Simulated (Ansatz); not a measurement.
Cost and result for the atomization energy of `CC[Te][SiH3]` (12 atoms, 11 bonds).

```json
{"atom": "C1", "x (Å)": "-1.2513", "y (Å)": "0.9568", "z (Å)": "-1.6302"}
{"atom": "C2", "x (Å)": "-0.3818", "y (Å)": "0.0687", "z (Å)": "-0.7665"}
{"atom": "Te3", "x (Å)": "0.0101", "y (Å)": "1.0160", "z (Å)": "1.1421"}
{"atom": "Si4", "x (Å)": "1.3747", "y (Å)": "-0.8663", "z (Å)": "2.0113"}
{"atom": "H5", "x (Å)": "-2.2157", "y (Å)": "1.1562", "z (Å)": "-1.1578"}
{"atom": "H6", "x (Å)": "-1.4454", "y (Å)": "0.4740", "z (Å)": "-2.5926"}
{"atom": "H7", "x (Å)": "-0.7706", "y (Å)": "1.9168", "z (Å)": "-1.8313"}
{"atom": "H8", "x (Å)": "0.5862", "y (Å)": "-0.1213", "z (Å)": "-1.2290"}
{"atom": "H9", "x (Å)": "-0.8654", "y (Å)": "-0.8837", "z (Å)": "-0.5521"}
{"atom": "H10", "x (Å)": "1.8063", "y (Å)": "-0.4867", "z (Å)": "3.3801"}
{"atom": "H11", "x (Å)": "0.5836", "y (Å)": "-2.1244", "z (Å)": "2.0672"}
{"atom": "H12", "x (Å)": "2.5695", "y (Å)": "-1.1061", "z (Å)": "1.1589"}
```

Total charge 0; spin multiplicity 1. Correlated methods include outer-core shells of Te, which these sets cover unevenly. Te takes the def2 core potential. All single points use the PBE0-D4/def2-TZVP geometry. It is one conformer, not always the lowest. Program: Ansatz. All runs use 4 threads of a server CPU on a shared host. Times are those of one run each, without the atoms' runs, and a repeat can differ threefold. Electronic energies, without spin–orbit coupling; frozen cores. CCSD(T)/CBS adds CCSD(T) − MP2 in def2-TZVPP to the MP2 limit, and its time is that of the two runs behind it. T1 = 0.010. With those shells the extrapolation isn't a true limit. B3LYP takes the VWN-RPA correlation (the form of Gaussian; ORCA's B3LYP/G). HSE06 is the plane-wave form, built on full-range PBE exchange.

CCSD(T)/CBS is a level of theory with its own doubt, some kJ/mol a heavy atom from the limit and from the frozen cores, so smaller differences don't rank the functionals.

| level | functions | wall time | atomization (kJ/mol) | difference from CCSD(T)/CBS | per bond |
| --- | --- | --- | --- | --- | --- |
| LDA (SPW92)/def2-TZVPP | 266 | 2.9 s | 4498.5 | 473.7 | 43.1 |
| revPBE-D4/def2-TZVPP | 266 | 3.8 s | 3963.9 | -60.9 | -5.5 |
| PBE-D4/def2-TZVPP (with forces) | 266 | 4.7 s | 4035.7 | 10.9 | 1.0 |
| HSE06-D4/def2-TZVPP | 266 | 6.5 s | 4003.6 | -21.2 | -1.9 |
| CAM-B3LYP-D4/def2-TZVPP | 266 | 7 s | 4007.8 | -17.0 | -1.5 |
| B3LYP-D4/def2-TZVPP (with forces) | 266 | 9 s | 4006.8 | -18.0 | -1.6 |
| B2PLYP/def2-TZVPP | 266 | 11 s | 3954.5 | -70.3 | -6.4 |
| CCSD(T)/def2-SVP | 112 | 13 s | 3782.8 | -242.0 | -22.0 |
| ωB97X-V/def2-TZVPP | 266 | 16 s | 4017.8 | -7.0 | -0.6 |
| B97M-V/def2-TZVPP | 266 | 18 s | 4008.4 | -16.4 | -1.5 |
| MP2/def2-QZVPP | 506 | 42 s | 3987.9 | -36.9 | -3.4 |
| CCSD(T)/def2-TZVPP | 266 | 7.5 min | 3917.7 | -107.1 | -9.7 |
| CCSD(T)/CBS(def2) | – | 8.2 min | 4024.8 | 0.0 | 0.0 |

From r2SCAN to r2SCAN0 (25 % exact exchange), in def2-TZVPP and without D4, the atomization energy moves by −32.8 kJ/mol: exact exchange takes away binding that semilocal exchange gives to molecules. At CCSD(T), def2-SVP lies −242.0 kJ/mol from the extrapolated value and def2-TZVPP −107.1 kJ/mol: correlation converges slowly with the basis, and small sets miss more of it in the bonded molecule than in its fragments. In def2-TZVPP, CCSD(T) changes the Hartree–Fock value by +927.2 kJ/mol (the triples alone add +49.1 kJ/mol) and MP2 by +934.3 kJ/mol; breaking electron pairs costs correlation energy, which Hartree–Fock lacks.

Spin–orbit coupling would lower the free Te atoms strongly, and the atomization energy with them, by more than many differences here.
